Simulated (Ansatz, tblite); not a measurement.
Species of one formula, C2H6Sn (singlet), each relaxed with PBE0-D4/def2-TZVP in Ansatz.

In the def2 sets Sn takes a core potential; there is no spin–orbit coupling. The xTB rows come from tblite. B3LYP takes the VWN-RPA correlation. Correlated methods freeze 6 core orbitals; core or outer-core shells of Sn are correlated, in sets that lack core-valence functions.

Run but left out: HF/STO-3G (B: restricted singlet, unstable in another Hartree–Fock run and untested here); HF/def2-TZVP (B: restricted singlet, unstable towards broken spin symmetry).

B: At CCSD(T)/def2-TZVP the restricted singlet (for correlated methods, its reference) is unstable: a solution with broken spin symmetry lies lower.

Other spin states weren't relaxed.

A: Sn(vinyl)H3 (C₂H₆Sn)

B: SnMe2 (C2H6Sn)

Question: Estimate their order by electronic energy at B2PLYP/def2-TZVP, counted from the lowest.

Answer: B (0.0) < A (115.2), in kJ/mol.

Question: Do the other levels pick the same lowest one?

Answer: All that were run do. Energies above each level's lowest (kJ/mol):

| level | A | B |
| --- | --- | --- |
| GFN1-xTB | 65.8 | 0.0 |
| GFN2-xTB | 150.9 | 0.0 |
| PBE-D4/def2-SVP | 114.0 | 0.0 |
| PBE-D4/def2-TZVP | 119.4 | 0.0 |
| BLYP-D4/def2-TZVP | 119.9 | 0.0 |
| r2SCAN-D4/def2-TZVP | 111.2 | 0.0 |
| B3LYP-D4/def2-TZVP | 116.4 | 0.0 |
| PBE0-D4/def2-SVP | 113.0 | 0.0 |
| PBE0-D4/def2-TZVP | 115.6 | 0.0 |
| B2PLYP/def2-TZVP | 115.2 | 0.0 |
| RPA@PBE/def2-TZVP | 106.5 | 0.0 |
| MP2/def2-TZVP | 122.3 | 0.0 |
| CCSD/def2-TZVP | 108.3 | 0.0 |
| CCSD(T)/def2-TZVP | 105.5 | 0.0 |
Point groups (tolerance 0.1 Å): A Cs, B not assigned.
